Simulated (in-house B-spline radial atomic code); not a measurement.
**Plasmons and hot-electron lifetimes in Ba from the free-electron model**

The electrons form a uniform gas at zero temperature with Lindhard's dielectric function (RPA). An added electron of energy E, from the band bottom, collides once per mean free path λ, with 1/λ = (1/πE) ∫dω ∫dq/q Im(−1/ε(q, ω)), in atomic (or effective) units, with ω up to E − E_F and q between √(2E) ∓ √(2(E − ω)); electron-hole pairs and the plasmon pole are integrated apart. No exchange between the two electrons.

Ba: 2 valence electrons per atom, density 3.62 g/cm³, mass 137.33 u, so r_s = 3.7 bohr. Core levels, phonons and band structure are left out.

Task: Find E_F, the plasma energy, the screening length and the long-wave dispersion of the plasmon.

Result: k_F = 1.91916/3.7 = 0.5187, E_F = k_F²/2 = 3.66 eV. ω_p = √(3/r_s³) = 0.2434 hartree = 6.62 eV. The Thomas-Fermi length is √(π/4k_F) = 1.231 bohr = 0.0651 nm. For small q, ω = ω_p + α q² with α = (3/5) E_F/ω_p = 0.3317; at q = 0.1905 this gives 6.95 eV, and the zero of ε lies at 6.97 eV. The plasmon meets the pair continuum ω = q k_F + q²/2 at q_c = 0.47633 = 0.92 k_F, 9.8 eV.

```json
{"E − E_F (eV)": "0.183", "λ (nm)": "373", "share of plasmon losses": "0.00", "lifetime (fs)": "321", "stopping (eV/nm)": "0.000326"}
{"E − E_F (eV)": "0.366", "λ (nm)": "99.7", "share of plasmon losses": "0.00", "lifetime (fs)": "83.7", "stopping (eV/nm)": "0.00244"}
{"E − E_F (eV)": "0.732", "λ (nm)": "28.3", "share of plasmon losses": "0.00", "lifetime (fs)": "22.8", "stopping (eV/nm)": "0.0171"}
{"E − E_F (eV)": "1.28", "λ (nm)": "11", "share of plasmon losses": "0.00", "lifetime (fs)": "8.33", "stopping (eV/nm)": "0.0764"}
{"E − E_F (eV)": "1.83", "λ (nm)": "6.3", "share of plasmon losses": "0.00", "lifetime (fs)": "4.53", "stopping (eV/nm)": "0.189"}
{"E − E_F (eV)": "2.75", "λ (nm)": "3.51", "share of plasmon losses": "0.00", "lifetime (fs)": "2.34", "stopping (eV/nm)": "0.506"}
{"E − E_F (eV)": "3.66", "λ (nm)": "2.37", "share of plasmon losses": "0.00", "lifetime (fs)": "1.48", "stopping (eV/nm)": "1"}
{"E − E_F (eV)": "4.76", "λ (nm)": "1.67", "share of plasmon losses": "0.00", "lifetime (fs)": "0.969", "stopping (eV/nm)": "1.85"}
{"E − E_F (eV)": "5.86", "λ (nm)": "1.29", "share of plasmon losses": "0.00", "lifetime (fs)": "0.706", "stopping (eV/nm)": "2.93"}
{"E − E_F (eV)": "7.32", "λ (nm)": "1", "share of plasmon losses": "0.00", "lifetime (fs)": "0.51", "stopping (eV/nm)": "4.71"}
{"E − E_F (eV)": "9.15", "λ (nm)": "0.778", "share of plasmon losses": "0.00", "lifetime (fs)": "0.367", "stopping (eV/nm)": "7.59"}
{"E − E_F (eV)": "11.7", "λ (nm)": "0.342", "share of plasmon losses": "0.40", "lifetime (fs)": "0.147", "stopping (eV/nm)": "23.1"}
```

Task: Quinn and Ferrell's limit is τ = 263 r_s^(−5/2) (E − E_F)⁻² fs·eV². How far does it hold?

Result: The prefactor is 10.0 fs·eV². At 0.183 eV it gives 298 fs against 321, a ratio of 1.08; at 1.83 eV 2.98 against 4.53, a ratio of 1.52. The inverse square comes from the phase space of two final states near E_F; the formula is the limit of high density and small excess energy.

Task: From what energy can an electron emit a plasmon?

Result: It needs ω ≤ q v − q²/2 and a final state above E_F. On the computed dispersion this first holds at E − E_F = 9.4 eV, above ω_p = 6.6 eV, since a slow electron can only couple to plasmons of large q, which cost more.
